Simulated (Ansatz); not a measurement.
Cartesian coordinates in Å:
```
B -0.087 0.620 1.141
S -0.002 1.288 -0.701
B -0.515 -0.573 -1.050
S 0.008 -1.288 0.700
H 0.804 1.004 1.840
H -1.210 0.816 1.509
H 1.324 1.170 -0.896
H 0.060 -1.072 -1.971
H -1.713 -0.585 -1.064
H 1.334 -1.380 0.491
```

The species carries charge 0 and has multiplicity 1.

(1) List the PBE/def2-TZVPP orbital energies in eV (Ansatz 0.2.0). (Best estimate.)

Results:

(1) The calculation gave: Occupied: -2396.77, -2396.77, -209.72, -209.72, -177.15, -177.15, -155.86, -155.86, -155.74, -155.74, -155.70, -155.70, -20.09, -18.58, -13.09, -12.69, -10.77, -10.34, -9.47, -9.06, -8.11, -7.77, -7.10, -7.05. Lowest empty: -1.09, -0.93, -0.33, -0.21, 1.02, 1.09, 1.48, 1.86.
